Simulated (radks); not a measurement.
Ionisation of neutral holmium, [Xe] 4f11 6s2, to [Xe] 4f11 6s1 as the strength of local exchange is varied. Calculated with a radial shooting solver on a logarithmic mesh with Libxc functionals: scalar-relativistic Kohn-Sham, Slater X-alpha exchange (alpha = 2/3 is LDA exchange), no correlation, spin-polarised, spherical densities, point nucleus; open shells are filled with parallel spins first (spin-orbit coupling, left out, can overturn this in heavy ions).

alpha = 0.667: E(Ho) (hartree) -12601.7099; exchange (hartree) -255.5208; IE (eV) 5.226; -e of the level emptied (eV) 3.081 (6s); <r> of it (bohr) 4.155
alpha = 0.724: E(Ho) (hartree) -12623.6563; exchange (hartree) -277.8928; IE (eV) 5.456; -e of the level emptied (eV) 3.324 (6s); <r> of it (bohr) 4.091
alpha = 0.84: E(Ho) (hartree) -12668.4494; exchange (hartree) -323.6738; IE (eV) 5.950; -e of the level emptied (eV) 3.854 (6s); <r> of it (bohr) 3.965
alpha = 0.854: E(Ho) (hartree) -12673.8673; exchange (hartree) -329.2219; IE (eV) 6.012; -e of the level emptied (eV) 3.921 (6s); <r> of it (bohr) 3.950
alpha = 1.048: E(Ho) (hartree) -12749.2023; exchange (hartree) -406.6068; IE (eV) 6.910; -e of the level emptied (eV) 4.901 (6s); <r> of it (bohr) 3.754

NIST Atomic Spectra Database: 6.022 eV (measured). The Delta-SCF value meets it near alpha = 0.86. Open shells are spherical and high-spin; term and fine-structure splittings are not resolved. Spin-orbit splitting is averaged out at the scalar-relativistic level.
